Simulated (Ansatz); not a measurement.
Input file for Ansatz (a quantum-chemistry and plane-wave program): SC-NEVPT2 on CASSCF(2,2)/def2-TZVPP on CH4MgO (SMILES [CH3][Mg][OH]), a point of a bond scan (R = 2.951 Å).

Ansatz 0.2 input:
```yaml
crystal:
  periodic: [false, false, false]
  atoms:
    - {symbol: Mg, position_ang: [0.01243978, -0.08170774, 0.05863888]}
    - {symbol: C, position_ang: [-0.24275363, 1.59446996, -1.14429716]}
    - {symbol: H, position_ang: [-2.35940772, 3.36161939, -0.09305283]}
    - {symbol: H, position_ang: [-0.52403952, 1.31512017, -2.16281394]}
    - {symbol: H, position_ang: [0.67566808, 2.18360785, -1.20716694]}
    - {symbol: O, position_ang: [0.22953244, -1.50762973, 1.08197486]}
    - {symbol: H, position_ang: [0.34605594, -2.27298687, 1.63124580]}
basis:
  gaussian:
    orbitals: def2-TZVPP
    pivot_positions_ang: [[0.01243978, -0.08170774, 0.05863888], [-0.24275363, 1.59446996, -1.14429716], [-2.35940772, 3.36161939, -0.09305283], [-0.52403952, 1.31512017, -2.16281394], [0.67566808, 2.18360785, -1.20716694], [0.22953244, -1.50762973, 1.08197486], [0.34605594, -2.27298687, 1.63124580]]
magnetization: {spin_polarized: false}
correlation: {method: sc_nevpt2, electrons: outside_noble_gas, active_space: {window: {electrons: 2, orbitals: 2}}}
output: {orbitals: {seedname: ./end}}
```

Program output:

```
WARN ansatz: RAYON_NUM_THREADS=1 ignored (pool sized by the plan → 1); use --threads N
Functional definition: HF
integrals: 0.11 GiB planned
1067 factors; integrals over basis functions are off by at most 3.3e-4 eV
mean field: 0.32 GiB planned
mean field evaluation 1: about -8549.9744 eV, gradient 5.2e1 eV
mean field evaluation 2: about -8549.9745 eV, gradient 5.2e1 eV
mean field evaluation 4: about -8558.0469 eV, gradient 4.9e0 eV
mean field evaluation 8: about -8558.2958 eV, gradient 7.6e-2 eV
mean field evaluation 16: about -8549.2385 eV, gradient 2.8e1 eV
mean field -8558.29560308 eV, -314.5115623919 hartree, gradient 2.9e-6 eV, S^2 0.000000; 2 other end points of the search recorded, 0 dependent functions left out; unrestricted orbitals would lower it
reference -8558.29560308 eV, -314.5115623919 hartree; 15, 15 occupied and 135, 135 virtual orbitals, 1067 factors
configuration interaction: 0.27 GiB planned
configuration interaction: 0.00 GiB planned
state -8561.11267423 eV, -314.6150878473 hartree
state -8561.11267423 eV, -314.6150878473 hartree; corrected -8572.98279785 eV, -315.0513068444 hartree
Total energy: -8572.98279785 eV, -315.0513068444 hartree
```

The run converged.

Cost: around 16 core-seconds (rough).
